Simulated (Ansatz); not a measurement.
The cluster Ni₂O₂. Total charge 0; singlet. Geometry PBE0-D4/def2-SVPD, that of the charge -1 doublet.

```xyz
4

Ni    0.427   -0.975   -0.176
Ni   -0.471    1.074    0.195
O     1.068    0.549   -0.784
O    -1.025   -0.649    0.766
```

A triplet lies near this restricted singlet, and broken spin symmetry wasn't tried. At PBE-D4/def2-TZVPD an occupied level of the charge 0 singlet lies above an empty one (by up to 0.20 eV), so this SCF solution is probably not the lowest. At PBE0-D4/def2-TZVPD a triplet of charge 0 lies 1.60 eV below the restricted singlet at the same geometry. That triplet is doubtful there (⟨S²⟩ 2.64, where a pure state has 2.00). Another isomer (doublet) lies 0.04 eV lower at PBE0-D4/def2-TZVPD.

Question: Estimate the orbital energies around the gap (eV) in Ansatz with PBE-D4/def2-TZVPD, r2SCAN-D4/def2-TZVPD, PBE0-D4/def2-TZVPD.

Answer: 
```json
{"orbital": "HOMO−5", "PBE-D4/def2-TZVPD": "-6.20", "r2SCAN-D4/def2-TZVPD": "-6.35", "PBE0-D4/def2-TZVPD": "-8.11"}
{"orbital": "HOMO−4", "PBE-D4/def2-TZVPD": "-5.95", "r2SCAN-D4/def2-TZVPD": "-6.11", "PBE0-D4/def2-TZVPD": "-8.08"}
{"orbital": "HOMO−3", "PBE-D4/def2-TZVPD": "-5.90", "r2SCAN-D4/def2-TZVPD": "-6.07", "PBE0-D4/def2-TZVPD": "-7.85"}
{"orbital": "HOMO−2", "PBE-D4/def2-TZVPD": "-5.75", "r2SCAN-D4/def2-TZVPD": "-5.89", "PBE0-D4/def2-TZVPD": "-7.64"}
{"orbital": "HOMO−1", "PBE-D4/def2-TZVPD": "-5.74", "r2SCAN-D4/def2-TZVPD": "-5.64", "PBE0-D4/def2-TZVPD": "-6.94"}
{"orbital": "HOMO", "PBE-D4/def2-TZVPD": "-5.22", "r2SCAN-D4/def2-TZVPD": "-5.39", "PBE0-D4/def2-TZVPD": "-6.65"}
{"orbital": "LUMO", "PBE-D4/def2-TZVPD": "-5.41", "r2SCAN-D4/def2-TZVPD": "-5.32", "PBE0-D4/def2-TZVPD": "-4.31"}
{"orbital": "LUMO+1", "PBE-D4/def2-TZVPD": "-4.37", "r2SCAN-D4/def2-TZVPD": "-4.20", "PBE0-D4/def2-TZVPD": "-2.93"}
{"orbital": "LUMO+2", "PBE-D4/def2-TZVPD": "-3.12", "r2SCAN-D4/def2-TZVPD": "-2.80", "PBE0-D4/def2-TZVPD": "-2.25"}
{"orbital": "LUMO+3", "PBE-D4/def2-TZVPD": "-1.89", "r2SCAN-D4/def2-TZVPD": "-1.59", "PBE0-D4/def2-TZVPD": "-1.06"}
{"orbital": "LUMO+4", "PBE-D4/def2-TZVPD": "-0.45", "r2SCAN-D4/def2-TZVPD": "-0.05", "PBE0-D4/def2-TZVPD": "0.36"}
{"orbital": "LUMO+5", "PBE-D4/def2-TZVPD": "0.34", "r2SCAN-D4/def2-TZVPD": "0.84", "PBE0-D4/def2-TZVPD": "0.93"}
```
